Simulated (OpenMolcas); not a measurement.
Mn IV: effect of the IPEA shift

```yaml
Program: OpenMolcas 26.06
Basis: ANO-RCC-VTZP [6s5p3d2f1g]
Scalar_Hamiltonian: DKH2, point nucleus
Active_space: 4 electrons in 5 orbitals (3d)
State_averaging: 2S+1 = 5 even, 5 roots; 2S+1 = 3 even, 45 roots; 2S+1 = 1 even, 50 roots
Spin-orbit_coupling: RASSI with atomic mean-field integrals over the reference wave functions, term energies averaged over their components
```

Methods on the same reference wave functions:
A. CASSCF
B. MS-CASPT2, IPEA 0 Eh, imaginary shift 0.1 Eh (closed shells correlated: 3s 3p)
C. MS-CASPT2, IPEA 0.25 Eh, imaginary shift 0.1 Eh (closed shells correlated: 3s 3p)

Energies in cm-1 above 3d4 5D0, the measured ground level; measured values from Corliss and Sugar, J. Phys. Chem. Ref. Data 6, 1253 (1977).

```csv
Level,A,B,C,Measured
3d4 5D0,0.0,0.0,0.0,0.0
3d4 5D1,101,103,103,99.0
3d4 5D2,299,303,303,287
3d4 5D3,586,591,591,552
3d4 5D4,954,958,957,886
3d4 3H4,23651,21180,21570,21281
3d4 3H5,23859,21390,21790,21475
3d4 3H6,24094,21640,22040,21679
3d4 3P0(1),25487,20150,20800,20654
3d4 3P1(1),26081,20770,21420,21279
3d4 3P2(1),27151,21830,22490,22325
3d4 3F2(1),27211,22430,23080,22791
3d4 3F3(1),27280,22510,23160,22862
3d4 3F4(1),27393,22630,23280,22959
3d4 3G3,29815,25450,25960,25440
3d4 3G4,30067,25710,26220,25671
3d4 3G5,30280,25940,26450,25878
3d4 1I6,35551,32470,32660,
3d4 1G4(1),37492,31630,32030,
3d4 3D3,38495,31400,32110,31385
3d4 3D2,38577,31490,32190,31474
3d4 3D1,38667,31570,32280,31581
3d4 1S0(1),43514,33710,34590,
3d4 1D2(1),46532,40500,40750,
```

Deviations, from unrounded energies. A percentage is the sum of absolute deviations over the sum of measured energies, with the sign that they share, or ± where signs differ.

```json
{"Against measurement": "mean absolute deviation (cm-1)", "Levels": "19", "A": "3700", "B": "160", "C": "330"}
{"Against measurement": "fine structure of the ground term (%)", "Levels": "4", "A": "+6.3", "B": "+7.2", "C": "+7.1"}
{"Against measurement": "other terms of the ground configuration (%)", "Levels": "15", "A": "+18.8", "B": "±0.8", "C": "+1.7"}
```

B lies closest to measurement on these levels and A furthest from it. The largest miss of B in the table is 3d4 3P1(1), by -510 cm-1. The ranking rests on the paired levels alone, and a cruder setting can come out closer through cancelling errors.

Between B and C the level of the table that moves most is 3d4 1S0(1), by 880 cm-1 (lowest in B, highest in C). Moves below CASPT2's spread within the term are not significant.

The mean deviations of B to C differ by less than CASPT2's widest spread within a term (1200 cm-1), so their order carries little weight.

From A to B the spin-free energies of the other terms of 3d4 shown, above 5D, scale by factors of 0.77 to 0.91, as is usual when dynamic correlation screens the repulsion within a d or f shell.

The lowest spin-free term lies below A's lowest term by 0.376 hartree in B, 0.368 hartree in C.

CASPT2 breaks the degeneracy within a term, and the mean is taken; among the terms shown or strongly mixed into the levels shown the widest spread is 1200 cm-1 (3d4 1I, C). The CASPT2 spread within a term exceeds the gap to the next term for 3d4 3D and 3d4 1G(1), so the order of their levels is uncertain (figures for B; the like holds for C). Without dynamic correlation excited terms often stand tens of per cent too high (terms of higher spin than the ground term too low), and those without a measured partner can miss by more than the paired ones (holds for A). Computed and measured levels are paired by configuration, term and J; levels that our copy of the source lacks, or whose pairing is in doubt (as where it misses far off the trend of its configuration), stay unpaired and out of the deviations. Only configurations of the active space appear. Levels that lie high or do not pair safely by name in every column are left out.

A number in round brackets counts repeated terms of one configuration in the order of the reference energies.
